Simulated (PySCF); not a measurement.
Si(H)2(Me)(vinyl) (C3H8Si), SMILES C[SiH2]C=C. Geometry optimised at B3LYP-D3(BJ)/def2-SVP. The values are those of a single conformer.

**Question.** Give the equilibrium geometry at B3LYP-D3(BJ)/def2-SVP (PySCF confirms it by a frequency run) as Cartesian coordinates in Å. (The exact figures need the calculation; the answer reports its results.)

**Answer.** This is not unique; one that fits is 
```xyz
12

Si     0.4798    -0.4210     0.4387
C      1.9341     0.2530    -0.5569
C     -1.1484    -0.0898    -0.4312
C     -2.1336     0.6606     0.0811
H      0.6625    -1.8941     0.6251
H      0.4254     0.2240     1.7856
H      1.8431     1.3425    -0.6918
H      2.8899     0.0465    -0.0490
H      1.9734    -0.2120    -1.5553
H     -1.3049    -0.5281    -1.4273
H     -3.0712     0.8434    -0.4568
H     -2.0483     1.1283     1.0690
```
